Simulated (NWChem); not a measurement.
# CH2ClF; SMILES FCCl

```xyz
5

F      0.3892     1.5058     0.0000
C     -0.5715     0.5650     0.0000
Cl     0.1312    -1.0629     0.0000
H     -1.1851     0.6598     0.9078
H     -1.1851     0.6598    -0.9078
```
Atoms are numbered in this order, from 1.

Coordinates come from a PBE0/def2-SVP optimisation.

Question: Give the principal values of the shielding tensors (ppm) of F1, C2, Cl3 from Hartree-Fock/6-31G* (spherical d), GIAO (NWChem), with their diamagnetic and paramagnetic parts as GIAO splits them.

Answer: 
```
atom    σ11    σ22     σ33  isotropic  diamagnetic  paramagnetic
----  -----  -----  ------  ---------  -----------  ------------
F1    351.0  380.7   491.0      407.6        474.1         -66.6
C2     88.4  116.1   156.9      120.5        245.9        -125.4
Cl3   591.8  886.9  1076.9      851.9       1145.2        -293.3
```
